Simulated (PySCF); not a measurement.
A structure optimised at PBE-D3(BJ)/def2-SVP, used in a PySCF frequency run:

```
C
C 1 1.3484
H 2 1.1029 1 121.34
H 2 1.1035 3 116.73 1 180.00
H 1 1.1049 2 119.29 3 180.00
Si 1 1.8428 5 118.81 2 180.00
F 6 1.6313 1 111.73 5 57.84
F 6 1.6313 7 103.70 1 120.50
O 6 1.6540 7 110.51 8 118.44
H 9 0.9724 6 116.93 7 -57.10
```

### Question
Write its SMILES, formula and point group.

### Answer
C=C[Si](O)(F)F, C₂H₄F₂OSi, Cs

### Question
What are its rotational constants (standard atomic weights)?

### Answer
3.8463, 2.1241, 2.0691 GHz
